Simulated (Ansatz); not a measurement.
Correlation energies of CH3FOSn (`C[O][Sn][F]`) by basis set

Cartesian coordinates in Å:
```
C -0.2297 -0.5167 -0.6464
O 0.2448 0.8079 -0.5970
Sn 0.7323 1.8634 0.9785
F 0.3335 0.4779 2.2937
H -0.3053 -0.9730 0.3457
H -1.2196 -0.5352 -1.1147
H 0.4440 -1.1244 -1.2598
```

The species carries charge 0 and has multiplicity 1. Correlated methods include outer-core shells of Sn, which these sets cover unevenly. Sn takes the def2 core potential. Geometry: relaxed with PBE0-D4/def2-TZVP. It is one conformer, not always the lowest. Frozen core, restricted reference, the Gaussian-basis code of Ansatz.

```csv
basis,HF (Eh),MP2 corr.,CCSD corr.,(T),CCSD(T) total
def2-SVP,-427.13796,-0.60800,-0.63499,-0.01605,-427.78900
def2-TZVPP,-427.41863,-0.97364,-0.97548,-0.03348,-428.42759
def2-QZVPP,-427.43207,-1.24283,-1.21024,-0.04163,-428.68394
```
